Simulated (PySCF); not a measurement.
Series: H2E=E'H2. All species are isolated molecules in the gas phase. One relaxed conformer stands for each flexible species; it need not be the lowest. Strings in code marks are SMILES.

The HOMO from two functionals at the same geometries (CAM-B3LYP-D3(BJ)/def2-TZVP), both in PySCF: PBE-D3(BJ)/def2-TZVP and CAM-B3LYP-D3(BJ)/def2-TZVP. 

| species | PBE-D3(BJ)/def2-TZVP (eV) | CAM-B3LYP-D3(BJ)/def2-TZVP (eV) |
|---|---|---|
| `C=[SiH2]` | -5.69 | -7.85 |
| `[CH2]=[GeH2]` | -5.56 | -7.71 |
| `BN` | -7.34 | -10.15 |
| `[NH2][AlH2]` | -6.23 | -9.02 |
| `[NH2][GaH2]` | -6.09 | -8.84 |
| `C=[NH2+]` | -16.88 | -19.70 |

Over these rows, drawn at random from the members with no instability flagged (it was tested for open shells, ions and some series alone), PBE minus CAM-B3LYP-D3(BJ): mean +2.58 eV, from +2.15 eV to +2.81 eV.
